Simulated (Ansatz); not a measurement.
Calculated with Ansatz (gas phase, PBE0-D4/def2-TZVP geometries, no zero-point term in ΔE). CCSD(T)/CBS is the MP2 limit (def2-TZVPP, def2-QZVPP) plus CCSD(T) − MP2 in def2-TZVPP, frozen cores. This one scheme is used for every species, atoms too. DFT in def2-TZVPP. B3LYP here is the variant with VWN-RPA as its local correlation; programs differ in this. No spin–orbit coupling; open shells (•) take unrestricted orbitals. Spin–orbit coupling would lower the free atoms: a little for C, O; strongly for Sn. Elements past krypton have def2 core potentials. For Sn outer-core shells are correlated without core-valence functions, so the limit isn't a true one: a few kJ/mol of doubt a bond, and 10 to 20 or more in all where bonds break to atoms.

Consider the atomization: `[CH2]1[O][SnH2]1` → C• + 4 H• + O• + Sn•.

| level | ΔE (kJ/mol) | difference from CCSD(T)/CBS |
| --- | --- | --- |
| PBE-D4 | 2191.5 | 49.0 |
| PBE0-D4 | 2114.8 | -27.7 |
| ωB97X-V | 2124.7 | -17.8 |
| PBE-QIDH | 2086.3 | -56.2 |
| PBE | 2180.4 | 37.9 |
| revPBE | 2094.4 | -48.1 |
| B3LYP | 2107.5 | -35.0 |
| CAM-B3LYP | 2113.7 | -28.8 |
| HF/def2-SVP | 1359.4 | -783.1 |
| MP2/def2-SVP | 1985.5 | -157.0 |
| CCSD(T)/CBS | 2142.5 | 0 |

Largest T1 diagnostic among the species: 0.019.

In def2-TZVPP, CCSD(T) changes the Hartree–Fock value by +706.5 kJ/mol (the triples alone add +53.9 kJ/mol) and MP2 by +723.7 kJ/mol; breaking electron pairs costs correlation energy, which Hartree–Fock lacks. The D4 term adds +18.2 kJ/mol with B3LYP and +9.3 kJ/mol with PBE0; it sums over pairs of atoms, weighted by their polarisabilities, and B3LYP, whose exchange is more repulsive, gets the larger term.

For atomizations the MP2-based limit and the directly extrapolated one differ by several kJ/mol either way, and by 10 to 25 for some Ge, Se and Sn compounds, so smaller differences from it don't rank the levels.
